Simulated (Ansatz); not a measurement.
**Redistribution: CH6O3Si + C2H10OSi2 → CH8O2Si2 + C2H8O2Si**

Species: CH6O3Si `CO[SiH](O)O`, singlet; C2H10OSi2 `CO[SiH](C)[SiH3]`, singlet; CH8O2Si2 `CO[SiH](O)[SiH3]`, singlet; C2H8O2Si `CO[SiH](C)O`, singlet. The partners trade OH for SiH3; both sit on Si, so the bond types are kept.

Shapes, held fixed at every level: PBE0-D4/def2-TZVP. Flexible molecules stand in one conformer, not always the lowest. Programs: Ansatz 0.2.0. Electronic energies: no zero-point or thermal term.

```csv
level,kind,ΔE (kJ/mol),less CCSD(T)/CBS estimate
HF/def2-TZVPP,Hartree–Fock,+12.2,+1.1
PBE-D4/def2-TZVPP,GGA,+8.4,-2.7
B3LYP-D4/def2-TZVPP,global hybrid,+9.7,-1.4
wB97X-V/def2-TZVPP,range-separated hybrid,+9.8,-1.3
B2PLYP/def2-TZVPP,double hybrid,+9.5,-1.6
MP2/def2-TZVPP,perturbation theory,+11.6,+0.5
CCSD(T)/CBS estimate,coupled cluster or CI,+11.1,0.0
```

The highest level, CCSD(T)/CBS estimate, gives ΔE = +11.1 kJ/mol; the levels span +8.4 to +12.2. The column of differences is taken from that level and isn't an error. No measured value is set beside it here. The CBS estimate extrapolates MP2 from def2-TZVPP and def2-QZVPP and adds CCSD(T) − MP2 in the triple-zeta set, cores frozen.
